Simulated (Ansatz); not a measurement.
```yaml
crystal:
  periodic: [false, false, false]
  atoms:
    - {symbol: O, position_ang: [-0.483108, -1.061399, -2.461664]}
    - {symbol: C, position_ang: [-0.036404, -1.759914, -1.325517]}
    - {symbol: C, position_ang: [-0.855664, -1.395302, -0.106628]}
    - {symbol: O, position_ang: [-0.852356, -0.000171, 0.118131]}
    - {symbol: C, position_ang: [0.308886, 0.484429, 0.745716]}
    - {symbol: C, position_ang: [0.108390, 1.958752, 1.029331]}
    - {symbol: O, position_ang: [1.225256, 2.518629, 1.680169]}
    - {symbol: H, position_ang: [-0.687301, -0.166522, -2.168461]}
    - {symbol: H, position_ang: [1.031207, -1.568747, -1.141489]}
    - {symbol: H, position_ang: [-0.143639, -2.828973, -1.528576]}
    - {symbol: H, position_ang: [-0.492101, -1.932120, 0.780611]}
    - {symbol: H, position_ang: [-1.900779, -1.666244, -0.275614]}
    - {symbol: H, position_ang: [1.197822, 0.348430, 0.110229]}
    - {symbol: H, position_ang: [0.492282, -0.051337, 1.687533]}
    - {symbol: H, position_ang: [-0.742746, 2.086775, 1.700702]}
    - {symbol: H, position_ang: [-0.128269, 2.483392, 0.094544]}
    - {symbol: H, position_ang: [1.958537, 2.550312, 1.060962]}
basis:
  gaussian: {orbitals: aug-pcseg-2}
total_charge: 1
magnetization: {spin_polarized: true, initial_magnetization: 7}
hamiltonian: {xc: {name: B97}}
```

```sh
$ ansatz run in.yaml --threads 2 --pin off --events-out ev --progress --plain --max-ram 32768MiB --backend cuda --devices 0, --max-vram 18GiB
```

Output, abridged:

```
Functional definition: B97
2015 factors; their error is unknown
mean field evaluation 1: about -10386.8422 eV, gradient 7.4e1 eV
mean field evaluation 2: about -10113.5528 eV, gradient 2.0e2 eV
mean field evaluation 4: about -10363.2008 eV, gradient 8.7e1 eV
mean field evaluation 8: about -10417.2579 eV, gradient 8.8e0 eV
mean field evaluation 16: about -10417.8015 eV, gradient 2.1e-1 eV
mean field evaluation 32: about -10417.7693 eV, gradient 7.8e-3 eV
mean field -10417.76932679 eV, -382.8459613418 hartree, gradient 1.5e-5 eV, S^2 15.764696; 10 other end points of the search recorded, 0 dependent functions left out
reference -10417.76943474 eV, -382.8459653090 hartree; 32, 25 occupied and 520, 527 virtual orbitals, 2015 factors
Total energy: -10417.76943474 eV, -382.8459653090 hartree
```

(1) Something in this input is off. What?

## Answers

(1) The spin is set far too high for this molecule. The calculation finished and met its thresholds. The result belongs to that input, not to the molecule as meant.
